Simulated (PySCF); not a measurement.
# Shieldings and the share of exact exchange

Molecule: SMILES F[SiH2][SiH2]Cl, ClFH₄Si₂.

Structure with atom numbers: `[F:1][SiH2:2][SiH2:3][Cl:4]`. Each H is labelled by its parent atom.

GIAO shieldings (ppm, equivalent atoms averaged) in PySCF 2.14.0 with density-fitted response routines on the PBE0-D3(BJ)/def2-SVP geometry, basis pcSseg-2, gas phase, non-relativistic:

| functional | exact exchange (%) | σ(F1) | σ(Si2) | σ(Si3) | σ(Cl4) |
| --- | --- | --- | --- | --- | --- |
| BLYP | 0 | 398.2 | 321.7 | 347.1 | 1028.9 |
| BP86 | 0 | 401.6 | 330.0 | 358.8 | 1037.5 |
| PBE | 0 | 401.8 | 330.6 | 361.2 | 1039.3 |
| B3LYP | 20 | 406.1 | 336.2 | 361.1 | 1042.1 |
| PBE0 | 25 | 410.9 | 349.1 | 378.0 | 1054.3 |
| BHandHLYP | 50 | 414.6 | 358.5 | 381.9 | 1057.8 |
| HF | 100 | 424.8 | 400.6 | 420.4 | 1079.3 |

**Question.** Fit each shielding as a line in the percentage of exact exchange.

**Answer.** σ(F1) = 401.4 + 0.25 x (rms 1.8 ppm); σ(Si2) = 326.6 + 0.72 x (rms 4.1 ppm); σ(Si3) = 354.9 + 0.64 x (rms 5.8 ppm); σ(Cl4) = 1036.2 + 0.44 x (rms 4.2 ppm). The functionals also differ in their semilocal parts, which the line can't hold; Hartree–Fock has no correlation at all.

**Question.** What does the line predict for mPW1PW91 (25 %), and what does the run give?

**Answer.** σ(F1): 407.6 predicted, 410.5 computed; σ(Si2): 344.6 predicted, 348.4 computed; σ(Si3): 370.9 predicted, 376.2 computed; σ(Cl4): 1047.2 predicted, 1052.3 computed ppm.
